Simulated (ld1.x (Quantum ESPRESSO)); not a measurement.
## I (Z = 53): one change to a TM potential, before and after

* Element: I
* Generator: ld1.x (Quantum ESPRESSO) 7.5
* Type: norm-conserving Troullier–Martins (Kleinman–Bylander form)
* Functional: PBE
* Relativity: scalar-relativistic
* Frozen core: [Kr]
* Valence charge: 17
* Reference configuration: 4d10 5s2 5p3.5 (charge +1.5)
* Partial waves: 5s (bound): rc 1.35 bohr; 4d (bound): rc 1.20 bohr; 5p (bound): rc 2.10 bohr
* Local potential: the p channel
* Core correction: a·sin(br)/r model core, default radius (core density twice the valence density)

All-electron outer shells of the reference configuration (PBE, scalar-relativistic, ld1.x):

```json
{"shell": "4p", "level (eV)": "-142.40", "outermost node (bohr)": "0.37", "outermost maximum (bohr)": "0.72"}
{"shell": "4d", "level (eV)": "-65.06", "outermost node (bohr)": "0.35", "outermost maximum (bohr)": "0.78"}
{"shell": "5s", "level (eV)": "-31.03", "outermost node (bohr)": "0.88", "outermost maximum (bohr)": "1.68"}
{"shell": "5p", "level (eV)": "-19.82", "outermost node (bohr)": "0.96", "outermost maximum (bohr)": "1.95"}
```

Change: all radii but the core radius scaled by about 0.86 (s 1.16, p 1.82, d 1.04 bohr).

Cutoffs: the cutoffs (Ry, on a coarse ladder) from which the occupation-weighted sum of valence levels, in a spherical-Bessel basis at the reference potential, stays within 10 and 1 mRy of its value at 400 Ry; they do not see the model core or the augmentation charge, which bear on the density cutoff. Errors are all-electron minus pseudo energies relative to the spin-unpolarised reference configuration.

**Question.** Predict the effect on cutoff, ghosts and configuration errors.

**Answer.** The potential gets harder (120 Ry and 200 Ry → 180 Ry and 260 Ry); of the 7 tests that both files solve, the error grows in 2 and shrinks in 0 by more than 15 % and 0.3 meV (median size 7.8 → 6.9 meV); neither file shows a bound ghost. A smaller radius makes the pseudo-wave follow the all-electron one further in, where it bends more sharply, so more plane waves are needed.

```csv
quantity,base,changed
"cutoff, loose",120 Ry,180 Ry
"cutoff, tight",200 Ry,260 Ry
loose cutoff by channel (10 mRy a level),"s 45 Ry, d 100 Ry, p 15 Ry","s 160 Ry, d 100 Ry, p 15 Ry"
bound ghosts,none,none
"error for 4d10 5s2 5p5, meV [ΔE -19.91 eV]",+12,+11
"error for 4d10 5s2 5p4, meV [ΔE -8.78 eV]",+3.4,+3.1
"error for 4d10 5s2 5p3, meV [ΔE 11.06 eV]",-1.8,-2.2
"error for 4d10 5s2 5p4.5, meV [ΔE -15.38 eV]",+7.8,+6.9
"error for 4d10 5s2 5p2, meV [ΔE 40.39 eV]",+1.6,-3.2
"error for 4d9 5s2 5p5, meV [ΔE 38.33 eV]",-584,-518
"error for 4d9 5s2 5p6, meV [ΔE 25.95 eV]",-671,-606
```
